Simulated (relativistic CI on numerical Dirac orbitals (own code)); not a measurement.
These numbers are calculated, not measured: Dirac-Coulomb-Breit CI, separate exchange-only KLI orbitals for each configuration, model QED (radiative potential, 1s self-energy scaled to tabulated hydrogen-like ionisation energies), valence Slater integrals scaled by 0.85, P86 correlation estimate, and configurations built on the next ion tied to the tabulated ionisation energy (semi-empirical) (own radial code, finite nucleus).

Configurations in the expansion (outside the closed core [Ar] 3d10): 4s2.4p6.4d9, 4s2.4p6.4d8.5s, 4s2.4p6.4d8.5p, 4s2.4p6.4d8.5d, 4s2.4p6.4d8.6s, 4s2.4p6.4d8.4f, 4s2.4p6.4d8.5f, 4s2.4p5.4d10, 4s2.4p6.4d7.4f2, 4s2.4p6.4d7.5s2, 4s2.4p6.4d8.6p, 4s2.4p6.4d8.6d, 4s2.4p6.4d7.5s.5p, 4s2.4p6.4d8.5g, 4s2.4p6.4d8.6f, 4s2.4p6.4d7.5p2, 4s.4p6.4d10, 4s2.4p5.4d9.4f, 4s2.4p6.4d7.5s.5d, 4s2.4p6.4d7.4f.5s, 4s2.4p6.4d7.5p.5d. Levels of other configurations are missing.

Configurations that consist of the next ion and one excited electron were tied to the tabulated ionisation energy; Rydberg ones are usually within 1,000 to 3,000 cm⁻¹ and the lowest ones within about 6,000 (9,000 in d shells), while levels on excited terms of the next ion carry the error of that term, and the other configurations can be misplaced by 10,000 cm⁻¹ or more. Rates follow the energies as ν³ (E1, M1) or ν⁵ (E2), so rates, branching and lifetimes can be off by large factors. 36 of the 69 excited levels that our extract of the measured tables holds in this range could be paired (the sources list more); they are missed by 20133 cm⁻¹ on average and 23929 at most, and levels without a partner can miss by more.

Outline of the computed level scheme of In V. Lowest level of each configuration: 4s2.4p6.4d9 2D_5/2 at 0.0000 eV; 4s2.4p6.4d8.5s 4F_9/2 at 17.5181 eV; 4s2.4p6.4d8.5p 4D°_7/2 at 26.5951 eV.

Some strong electric-dipole decays among the lowest 45 levels: 4s2.4p6.4d8.5p 2D°_3/2 → 4s2.4p6.4d9 2D_5/2 (4.4e+09 s⁻¹); 4s2.4p6.4d8.5p 2D°_3/2 → 4s2.4p6.4d9 2D_3/2 (3.3e+09 s⁻¹); 4s2.4p6.4d8.5p 2D°_5/2 → 4s2.4p6.4d9 2D_5/2 (3.2e+09 s⁻¹); 4s2.4p6.4d8.5p 2F°_5/2 → 4s2.4p6.4d9 2D_5/2 (3.1e+09 s⁻¹); 4s2.4p6.4d8.5p 4P°_5/2 → 4s2.4p6.4d9 2D_5/2 (2.8e+09 s⁻¹); 4s2.4p6.4d8.5p 2D°_3/2 → 4s2.4p6.4d9 2D_3/2 (2.4e+09 s⁻¹); 4s2.4p6.4d8.5p 2F°_7/2 → 4s2.4p6.4d9 2D_5/2 (2.3e+09 s⁻¹); 4s2.4p6.4d8.5p 4G°_11/2 → 4s2.4p6.4d8.5s 4F_9/2 (1.4e+09 s⁻¹).

LS names give the leading component of a level, which can be under half, so a name can repeat, a term be missing and a line seem to break the LS rules.
